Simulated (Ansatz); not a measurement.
`[F][GeH2][Br]` + HCl → `[F][GeH2][Cl]` + HBr at 600 K and 1 bar (ligand exchange at a Ge–Br bond).

Computed with Ansatz on PBE0-D4/def2-TZVP structures; ΔE is electronic, products minus reactants. CBS: MP2 limit from def2 TZ/QZ plus the TZ coupled-cluster correction, frozen cores. This one scheme is used for every species. For Br, Ge outer-core shells are correlated without core-valence functions, which leaves a few kJ/mol of doubt a bond. Scalar relativity is left out up to krypton.

| species | CCSD(T)/CBS energy (Eh) | H − E (kJ/mol) | S (J/(mol·K)) |
| --- | --- | --- | --- |
| `[F][GeH2][Br]` | -4750.49448 | 87.6 | 359.4 |
| HCl | -460.38127 | 35.4 | 207.2 |
| `[F][GeH2][Cl]` | -2636.95386 | 88.0 | 347.0 |
| HBr | -2573.91920 | 33.5 | 219.1 |

H − E and S are ideal-gas, rigid-rotor, harmonic terms from PBE0-D4/def2-TZVP. 1 Eh = 2625.50 kJ/mol, R = 8.31446 J/(mol·K).

Task: By hand: ΔE, ΔH, ΔS and ΔG.

Result: ΔE = (-2636.95386) + (-2573.91920) − (-4750.49448) − (-460.38127) = 0.00269 Eh = 7.1 kJ/mol. Δ(H − E) = 88.0 + 33.5 − 87.6 − 35.4 = -1.5, so ΔH = 5.6 kJ/mol. ΔS = 347.0 + 219.1 − 359.4 − 207.2 = -0.5 J/(mol·K). ΔG = 5.6 − 600 × (-0.5)/1000 = 5.9 kJ/mol.

Task: By hand: the equilibrium constant, and the temperature at which ΔG would vanish if ΔH and ΔS stayed fixed.

Result: log₁₀ K = −ΔG/(RT ln 10) = -0.5. ΔH and −TΔS have one sign here, so there is no such temperature. One of them is within its doubt of zero, so this could turn.

The number of gas molecules stays the same, so ΔS is small and ΔH decides. The sign of ΔG lies within the doubt. A doubt of 5 kJ/mol in ΔE shifts log₁₀ K by 0.4 here. These are equilibria of isolated gas molecules and say nothing of rates. Largest T1 diagnostic: 0.011 (customary marks: 0.02 for closed shells, 0.045 for open ones).
